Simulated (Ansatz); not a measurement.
Consider the redistribution: `O[Si](F)(Cl)[TeH]` + `Br[SiH]1CO1` → `[TeH][SiH]1CO1` + `O[Si](F)(Cl)Br`.

Isolated molecules relaxed with PBE0-D4/def2-TZVP in Ansatz; ΔE leaves out vibrations. CCSD(T)/CBS is the MP2 limit (def2-TZVPP, def2-QZVPP) plus CCSD(T) − MP2 in def2-TZVPP, frozen cores. Functionals use def2-TZVPP. Elements past krypton have def2 core potentials. For Br, Te outer-core shells are correlated without core-valence functions, which leaves a few kJ/mol of doubt a bond. Scalar relativity is left out up to krypton. Each species was taken in one conformer, which may not be the lowest.

Question: Is it downhill or uphill in electronic energy at CCSD(T)/CBS, and by how much? (Best estimate.)

Answer: Computed: Downhill: ΔE = -5.6 kJ/mol.

Question: What do these levels give: PBE-D4, PBE0-D4, PBE0, SCS-MP2/def2-TZVPP, MP2/CBS(def2), CCSD/CBS(def2)? (An estimate is asked.)

Answer: The calculation gave: PBE-D4 -3.3, PBE0-D4 -4.6, PBE0 -4.7, SCS-MP2/def2-TZVPP -5.7, MP2/CBS(def2) -5.6, CCSD/CBS(def2) -5.5 kJ/mol.

Largest T1 diagnostic among the species: 0.013.
